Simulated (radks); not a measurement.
Results of a calculation; reference values are marked as such.
Al2+, configuration [Ne] 3s1 (the NIST ground configuration). Code: a radial shooting solver on a logarithmic mesh with Libxc functionals. Model: scalar-relativistic Kohn-Sham, SCAN, spin-unpolarised, spherical densities, finite nucleus; meta-GGA in the generalised Kohn-Sham scheme; Fermi nuclear charge, rms radius 3.061 fm.

X-ray form factor f0, the Fourier transform of the density (f0(0) = 11):

sin(theta)/lambda (1/angstrom)  f0 (electrons)
0.05                                    10.832
0.1                                     10.386
0.15                                     9.788
0.2                                      9.149
0.25                                     8.526
0.3                                      7.926
0.4                                      6.774
0.5                                      5.680
0.6                                      4.699
0.8                                      3.219
1                                        2.336
1.25                                     1.765
1.5                                      1.484
2                                        1.195
